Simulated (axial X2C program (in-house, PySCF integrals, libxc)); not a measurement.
**Spin–orbit effects along a row: molecules with H, HF**

All values come from calculations with an in-house all-electron X2C program for linear molecules (integrals from PySCF), spin-free (one-electron X2C) or two-component (2c: spin–orbit coupling with atomic mean-field Coulomb and Gaunt terms, which also bring small scalar terms), in Dyall basis sets with cores contracted in-house; open shells are unrestricted.

Basis sets: Ag dyall-cv3z, Cd dyall-cv3z, H dyall-v3z, In dyall-cv3z, Mo dyall-cv3z, Pd dyall-cv3z, Rh dyall-cv3z, Ru dyall-cv3z, Sn dyall-cv3z, Sr dyall-v3z, Tc dyall-cv3z, Y dyall-cv3z, Zr dyall-cv3z.

| molecule | spin-free state | Re (Å) | ωe (cm⁻¹) | De (eV) | 2c state | Re 2c (Å) | ωe 2c (cm⁻¹) | De 2c (eV) |
| --- | --- | --- | --- | --- | --- | --- | --- | --- |
| SrH | M_S = 1/2, Λ = 0 | 2.195 | 1201.4 | 1.46 | Ω = 1/2 | 2.195 | 1201.4 | 1.46 |
| YH | M_S = 0, Λ = 0 | 1.954 | 1510.5 | 2.18 | Ω = 0 | 1.954 | 1510.7 | n/a |
| ZrH | M_S = 3/2, Λ = 0 | 1.914 | 1562.9 | n/a | Ω = 3/2 | 1.924 | 1517.2 | n/a |
| MoH | M_S = 5/2, Λ = 0 | 1.780 | 1598.5 | 1.26 | Ω = 5/2 | 1.780 | 1596.2 | 1.26 |
| TcH | M_S = 2, Λ = 1 | 1.728 | 1604.0 | 0.54 | Ω = 3 | 1.730 | 1603.0 | 0.58 |
| RuH | M_S = 3/2, Λ = 0 | 1.674 | 1660.8 | 1.26 | Ω = 3/2 | 1.675 | 1659.5 | n/a |
| RhH | M_S = 1, Λ = 2 | 1.660 | 1639.0 | 1.49 | Ω = 3 | 1.661 | 1636.5 | n/a |
| PdH | M_S = 1/2, Λ = 0 | 1.633 | 1664.0 | n/a | Ω = 1/2 | 1.642 | 1631.2 | n/a |
| AgH | M_S = 0, Λ = 0 | 1.701 | 1601.2 | 1.23 | Ω = 0 | 1.701 | 1600.8 | 1.23 |
| CdH | M_S = 1/2, Λ = 0 | 1.781 | 1494.2 | 0.66 | Ω = 1/2 | 1.781 | 1493.6 | 0.66 |
| InH | M_S = 0, Λ = 0 | 1.844 | 1523.7 | 1.84 | Ω = 0 | 1.844 | 1524.3 | 1.66 |
| SnH | M_S = 1/2, Λ = 1 | 1.769 | 1792.0 | 1.67 | Ω = 1/2 | 1.770 | 1784.2 | n/a |

Q: Work out the shifts from the spin-free to the two-component result.

A: 

```tsv
molecule	2c state	ΔRe (Å)	Δωe (cm⁻¹)	ΔDe (eV)
SrH	Ω = 1/2	0.000	0.0	0.00
YH	Ω = 0	0.000	0.2	n/a
ZrH	Ω = 3/2	other state	other state	n/a
MoH	Ω = 5/2	0.000	-2.3	0.00
TcH	Ω = 3	0.002	-1.0	0.04
RuH	Ω = 3/2	0.001	-1.3	n/a
RhH	Ω = 3	0.001	-2.5	n/a
PdH	Ω = 1/2	0.009	-32.8	n/a
AgH	Ω = 0	0.000	-0.4	0.00
CdH	Ω = 1/2	0.000	-0.6	0.00
InH	Ω = 0	0.000	0.6	-0.18
SnH	Ω = 1/2	0.001	-7.8	n/a
```

Shifts of one unit in the last digit are rounding.

Each entry is the lowest single determinant of a limited PBE0 search at one distance. De goes to single-determinant-based atoms at the same level (for ions the charge split of lowest energy) and is withheld (n/a) where an atom does not fit its ground term or J level. Main or longest-lived isotopes. One determinant is a doubtful description, or other states lie close, for YH, ZrH, MoH, TcH, RuH, RhH; these need not be ground states, and all values refer to the states named. Some open-shell Ω = 0 determinants are out of reach, so the Ω given for TcH need not be the lowest component. With several unpaired electrons the Ω given is that of one determinant, not necessarily of the lowest component. The lowest determinant changes configuration between the Hamiltonians for ZrH, so two states are compared there.
